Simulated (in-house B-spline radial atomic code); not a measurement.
A fraction x of an electron is moved 4f → 6f in neutral dysprosium, starting from [Xe] 4f10 6s2 and keeping the highest spin. All numbers are computed (scalar-relativistic (X2C) PW91, spin-polarised, spherical fractional occupations; Fermi nucleus of rms radius 5.2218 fm) with a B-spline radial code for spherical atoms, not measured.

```tsv
x	E(x) - E(0) (eV)	4f down level (eV)	6f up level (eV)
0	0.0000	-1.544	-
0.25	0.7402	-4.560	-0.132
0.375	?	?	?
0.5	2.2284	-7.714	-0.227
0.625	3.2639	-9.358	-0.274
0.75	?	?	?
0.875	5.9421	-12.719	-0.362
1	7.5911	-14.420	-0.402
```

(1) What belongs in the row x = 0.375?

(2) What belongs in the row x = 0.75?

(3) Check Janak's theorem between x = 0.5 and 0.625.

## Answers

(1) An energy change of 1.3886 eV; 4f down at -6.141 eV, 6f up at -0.182 eV.

(2) An energy change of 4.5006 eV; 4f down at -11.028 eV, 6f up at -0.319 eV.

(3) The slope of the energy is 8.28 eV; the orbital levels give 8.29 eV (ε of the receiving orbital less ε of the emptying one, averaged over the two points).
